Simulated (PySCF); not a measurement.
Mo (molybdenum, neutral) across methods

[Kr] 4d5 5p1, high-spin 7P determinant (an excited configuration). All numbers are calculated (PySCF 2.14, a scalar-relativistic core potential, in aug-cc-pwCVTZ-PP with ECP28MDF (8s8p7d4f3g, 122 functions)).

| method | E (hartree) | mean ε 4p β (eV) | mean ε 4d α (eV) | mean ε 5p α (eV) | Σ⟨r²⟩ (bohr²) | ⟨S²⟩ |
| --- | --- | --- | --- | --- | --- | --- |
| PBE0 | -67.7583 | -39.651 | -7.156 | -2.498 | 64.39 | 12.001 |
| LDA | -67.5959 | -37.709 | -5.946 | -2.227 | 63.12 | 12.000 |
| wB97X-V | -67.7032 | -42.954 | -9.602 | -3.988 | 63.53 | 12.000 |
| r2SCAN | -67.7972 | -38.284 | -6.122 | -2.136 | 63.00 | 12.001 |
| PBE | -67.7725 | -37.584 | -5.810 | -2.118 | 64.03 | 12.000 |
| TPSS | -67.7406 | -37.694 | -5.696 | -2.038 | 63.88 | 12.000 |
| UHF | -67.23982 | -45.126 | -10.952 | -3.580 | 66.56 | 12.002 |

Energies and moments cover only the electrons outside the core potential.
